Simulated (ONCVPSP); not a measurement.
# Scattering properties, ONCV potential for aluminium (Al)

* Element: aluminium (Al)
* Generator: ONCVPSP 4.0.1
* Type: optimised norm-conserving Vanderbilt (ONCV)
* Functional: PBE
* Relativity: non-relativistic
* Frozen core: [Ne]
* Valence charge: 3
* Reference configuration: 3s1.75 3p1.25
* Partial waves: 3s: rc 2.20 bohr, ncon 5, nbas 10, qcut 2.7 1/bohr, 1 projector; 3p: rc 2.20 bohr, ncon 4, nbas 8, qcut 3.1 1/bohr, local
* Local potential: the p channel
* Core correction: none

The phase is arctan(r·R′/R) of the radial function R(r), unwrapped; energies in Ha, scanned from -2 to 5 Ha. A pole is an energy at which the radial function vanishes at the test radius. The pseudo phase is shifted by a multiple of π to meet the all-electron one at the reference energy, and phase errors are pseudo minus all-electron; the curves can meet again beyond the range given. Levels narrower than the energy grid can be missing from the lists of poles.

```csv
channel,radius (bohr),reference energy (Ha),"poles, all-electron","poles, pseudo",unbroken range about the reference energy with phases within 0.05 rad,phase error 1 Ha above the reference energy (rad)
s,2.24,-0.29,0.89,"0.84, 3.50",below 1.5,-0.007
p,2.24,-0.11,1.31,1.22,below 1.8,-0.012
```

Phases in the s channel:

```json
{"E (Ha)": "-1.98", "all-electron": "1.204", "pseudo": "1.202"}
{"E (Ha)": "-1.80", "all-electron": "1.167", "pseudo": "1.166"}
{"E (Ha)": "-1.62", "all-electron": "1.120", "pseudo": "1.118"}
{"E (Ha)": "-1.44", "all-electron": "1.056", "pseudo": "1.054"}
{"E (Ha)": "-1.26", "all-electron": "0.964", "pseudo": "0.962"}
{"E (Ha)": "-1.08", "all-electron": "0.825", "pseudo": "0.822"}
{"E (Ha)": "-0.90", "all-electron": "0.597", "pseudo": "0.594"}
{"E (Ha)": "-0.72", "all-electron": "0.218", "pseudo": "0.215"}
{"E (Ha)": "-0.54", "all-electron": "-0.303", "pseudo": "-0.304"}
{"E (Ha)": "-0.36", "all-electron": "-0.762", "pseudo": "-0.762"}
{"E (Ha)": "-0.18", "all-electron": "-1.052", "pseudo": "-1.053"}
{"E (Ha)": "0.00", "all-electron": "-1.228", "pseudo": "-1.229"}
{"E (Ha)": "0.18", "all-electron": "-1.342", "pseudo": "-1.344"}
{"E (Ha)": "0.36", "all-electron": "-1.422", "pseudo": "-1.425"}
{"E (Ha)": "0.54", "all-electron": "-1.483", "pseudo": "-1.488"}
{"E (Ha)": "0.72", "all-electron": "-1.532", "pseudo": "-1.539"}
{"E (Ha)": "0.90", "all-electron": "-1.574", "pseudo": "-1.585"}
{"E (Ha)": "1.08", "all-electron": "-1.613", "pseudo": "-1.629"}
{"E (Ha)": "1.26", "all-electron": "-1.650", "pseudo": "-1.675"}
{"E (Ha)": "1.44", "all-electron": "-1.689", "pseudo": "-1.729"}
{"E (Ha)": "1.62", "all-electron": "-1.731", "pseudo": "-1.800"}
{"E (Ha)": "1.80", "all-electron": "-1.781", "pseudo": "-1.909"}
{"E (Ha)": "1.98", "all-electron": "-1.844", "pseudo": "-2.122"}
{"E (Ha)": "2.16", "all-electron": "-1.931", "pseudo": "-2.681"}
{"E (Ha)": "2.34", "all-electron": "-2.064", "pseudo": "-3.727"}
{"E (Ha)": "2.52", "all-electron": "-2.292", "pseudo": "-4.241"}
{"E (Ha)": "2.70", "all-electron": "-2.715", "pseudo": "-4.439"}
{"E (Ha)": "2.88", "all-electron": "-3.352", "pseudo": "-4.542"}
{"E (Ha)": "3.06", "all-electron": "-3.866", "pseudo": "-4.608"}
{"E (Ha)": "3.24", "all-electron": "-4.147", "pseudo": "-4.656"}
{"E (Ha)": "3.42", "all-electron": "-4.303", "pseudo": "-4.697"}
{"E (Ha)": "3.60", "all-electron": "-4.398", "pseudo": "-4.733"}
{"E (Ha)": "3.78", "all-electron": "-4.463", "pseudo": "-4.769"}
{"E (Ha)": "3.96", "all-electron": "-4.510", "pseudo": "-4.808"}
{"E (Ha)": "4.14", "all-electron": "-4.546", "pseudo": "-4.854"}
{"E (Ha)": "4.32", "all-electron": "-4.575", "pseudo": "-4.912"}
{"E (Ha)": "4.50", "all-electron": "-4.599", "pseudo": "-4.997"}
{"E (Ha)": "4.68", "all-electron": "-4.619", "pseudo": "-5.137"}
{"E (Ha)": "4.86", "all-electron": "-4.636", "pseudo": "-5.420"}
```
